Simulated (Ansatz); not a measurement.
```yaml
crystal:
  periodic: [false, false, false]
  atoms:
    - {symbol: F, position_ang: [0.579950, -0.170686, 1.634212]}
    - {symbol: Ge, position_ang: [0.020284, -0.108496, 0.024839]}
    - {symbol: F, position_ang: [-1.449427, -0.972161, -0.009819]}
    - {symbol: F, position_ang: [1.130359, -1.005363, -0.908185]}
    - {symbol: I, position_ang: [-0.231264, 2.183106, -0.782447]}
basis:
  gaussian: {orbitals: def2-SVP}
magnetization: {spin_polarized: true, initial_magnetization: 6}
hamiltonian: {xc: {name: SPW92}}
accuracy: high
```

```sh
$ ansatz run in.yaml --threads 4 --pin off --events-out ev --progress --plain --max-ram 10444MiB
```

Output, abridged:

```
Functional definition: SPW92
2088 factors; integrals over basis functions are off by at most 4.1e-9 eV
mean field evaluation 1: about -72575.1869 eV, gradient 4.9e1 eV
mean field evaluation 2: about -72030.8683 eV, gradient 3.0e2 eV
mean field evaluation 4: about -72541.6703 eV, gradient 8.5e1 eV
mean field evaluation 8: about -72588.7773 eV, gradient 4.5e-1 eV
mean field evaluation 16: about -72588.8448 eV, gradient 9.1e-1 eV
mean field evaluation 32: about -72587.7545 eV, gradient 1.3e1 eV
mean field evaluation 64: about -72588.9176 eV, gradient 2.4e-2 eV
mean field evaluation 128: about -72588.9173 eV, gradient 1.2e-1 eV
mean field -72588.91764013 eV, -2667.5935207393 hartree, gradient 2.4e-8 eV, S^2 12.001990; 10 other end points of the search recorded, 0 dependent functions left out
reference -72588.91764305 eV, -2667.5935208467 hartree; 45, 39 occupied and 55, 61 virtual orbitals, 2088 factors
Total energy: -72588.91764305 eV, -2667.5935208467 hartree
```

(1) Something in this input is off. What?

Answers

(1) The spin is set far too high for this molecule. Self-consistency was reached. The result belongs to that input, not to the molecule as meant.
